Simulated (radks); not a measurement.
Bi16+, configuration [Kr] 4d10 4f14 5s2 5p5.

Method: non-relativistic Kohn-Sham, LB94 model potential, spin-polarised, spherical densities, point nucleus; open shells are filled with parallel spins first (spin-orbit coupling, left out, can overturn this in heavy ions); relativity is left out, which matters for an element this heavy; computed with a radial shooting solver on a logarithmic mesh with Libxc functionals.

Energy parts (Ry):
| part | energy |
|---|---|
| kinetic | 40093.4182 |
| electron-nucleus | -93666.8871 |
| Hartree | 14259.6344 |
(The LB94 potential has no energy functional, so no total or exchange-correlation energy is given.)

Orbitals (lengths in bohr, moments of r in powers of bohr; r(90%) holds 90 % of the orbital's charge):
orbital,occ.,eigenvalue (Ry),<1/r>,r(90%),<r^4>
1s up,1,-5995.914,82.49,0.0324,4.950e-07
1s down,1,-5995.914,82.49,0.0324,4.950e-07
2s up,1,-1035.604,19.47,0.117,0.00007878
2s down,1,-1035.597,19.47,0.117,0.00007878
2p up,3,-999.3188,19.52,0.104,0.00004910
2p down,3,-999.3057,19.52,0.104,0.00004910
3s up,1,-267.8101,7.586,0.280,0.002618
3s down,1,-267.8011,7.586,0.280,0.002619
3p up,3,-250.3390,7.550,0.272,0.002297
3p down,3,-250.3289,7.550,0.272,0.002297
3d up,5,-217.6472,7.493,0.245,0.001504
3d down,5,-217.6390,7.493,0.245,0.001504
4s up,1,-79.16802,3.348,0.597,0.05542
4s down,1,-79.16084,3.347,0.597,0.05549
4p up,3,-71.43056,3.270,0.607,0.05847
4p down,3,-71.42476,3.269,0.607,0.05854
4d up,5,-57.11226,3.110,0.625,0.06491
4d down,5,-57.10958,3.109,0.626,0.06499
4f up,7,-37.62252,2.836,0.660,0.08004
4f down,7,-37.62160,2.835,0.661,0.08007
5s up,1,-31.99646,1.578,1.20,0.9082
5s down,1,-31.97094,1.583,1.20,0.9030
5p up,3,-29.05748,1.506,1.25,1.076
5p down,2,-29.02488,1.510,1.25,1.070

The highest occupied level is 5p down at -394.90 eV. Summed over all electrons, <r^2> = 13.28 bohr^2, which gives a Langevin (diamagnetic) susceptibility term of -10.5 x 10^-6 cm^3/mol. The density falls to 0.001 e/bohr^3 at r = 1.94 bohr. The electron density at the nucleus is 4.113e+05 e/bohr^3. The spin density at the nucleus is -1.002 e/bohr^3 (1s -0.405, 2s 0.410, 3s 0.295, 4s 0.791, 5s -2.093).
